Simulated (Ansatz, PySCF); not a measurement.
Reaction (SMILES): CSC → [CH3] (CH3) + C[S] (the C-S bond at the site shown breaks; other sites are not compared here)
Structures are relaxed separately at B3LYP-D3(BJ)/def2-TZVP in Ansatz (a program for electronic structure).
Geometry of the first species:
```xyz
9

C      0.0016     1.3789    -0.5167
S      0.0002     0.0021     0.6601
C     -0.0019    -1.3822    -0.5079
H      0.0029     2.2993     0.0655
H      0.8930     1.3571    -1.1446
H     -0.8903     1.3593    -1.1440
H     -0.0029    -2.2988     0.0802
H     -0.8938    -1.3644    -1.1353
H      0.8895    -1.3666    -1.1359
```
Charge 0, spin multiplicity 1.

Wanted: bond dissociation energy (electronic energy difference), in kcal/mol. Valence correlation only, unless marked. Open shells are spin-unrestricted. No spin-orbit coupling. No relativistic terms. CBS(X,Y): correlation extrapolated as X^-3; Hartree-Fock from the larger set. The bracket is a focal-point correction in the basis named.

```tsv
level	program	bond dissociation energy (kcal/mol)	minus last row
SVWN5/def2-TZVPD	Ansatz	94.6	15.8
BLYP-D3(BJ)/def2-TZVPD	Ansatz + dftd3	73.5	-5.3
PBE0-D3(BJ)/def2-TZVP	Ansatz + dftd3	77.2	-1.6
TPSSh-D3(BJ)/def2-TZVPD	PySCF + dftd3	74.0	-4.8
TPSSh/def2-TZVPD	PySCF	72.1	-6.7
r2SCAN0/def2-TZVPD	Ansatz	71.1	-7.7
RI-MP2/CBS(aug-cc-pV(T+d)Z,aug-cc-pV(Q+d)Z)+[CCSD(T)-MP2]/aug-cc-pV(T+d)Z	Ansatz	78.8	0.0
```
